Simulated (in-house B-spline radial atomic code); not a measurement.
A run on Kr II (Kr+) (an excited or competing configuration) that did not converge. Method: scalar-relativistic (X2C) wB97X, spin-polarised, spherical fractional occupations, exact exchange averaged over the configuration, Fermi nucleus of rms radius 4.1884 fm; computed with an all-electron radial atomic-structure program (B-spline basis).

Command:
```bash
python run_scf.py task.json out
```
Settings (nuclear radius in fm, mass in u):
```
Z                36
configuration    [Ar] 3d9 4s2 4p5 5f1
hamiltonian      x2c
method           wb97x
spin_polarised   True
nucleus          fermi
rms_radius       4.1884
atomic_mass      83.9115
speed_of_light   137.035999084
exact_exchange   averaged over the configuration
```

First and last ten iterations of the last attempt (damped for 15 steps, keeping 80 % of the old Fock matrix, then DIIS):
```
 iter        energy (Eh)    residual
    1       -2783.392699    4.00e-01
    2       -2785.029971    2.05e-01
    3       -2785.485634    1.31e-01
    4       -2785.691418    8.34e-02
    5       -2785.783142    5.25e-02
    6       -2785.823947    3.41e-02
    7       -2785.842192    2.59e-02
    8       -2785.850474    1.98e-02
    9       -2785.854320    1.53e-02
   10       -2785.856169    1.19e-02
  111       -2785.858177    7.01e-04
  112       -2785.858104    9.65e-04
  113       -2785.858286    9.16e-04
  114       -2785.858328    9.27e-04
  115       -2785.858321    9.33e-04
  116       -2785.858279    7.84e-04
  117       -2785.858017    1.51e-03
  118       -2785.858135    6.47e-04
  119       -2785.858332    5.41e-04
  120       -2785.858415    2.07e-04
 not converged after 120 iterations
```

The smallest residual met was 1.8e-04; the threshold is about 4e-07. No energy from this run should be used. Run time, properties included: 50 s on 1 thread of Arm Neoverse N1, with other jobs on the host.
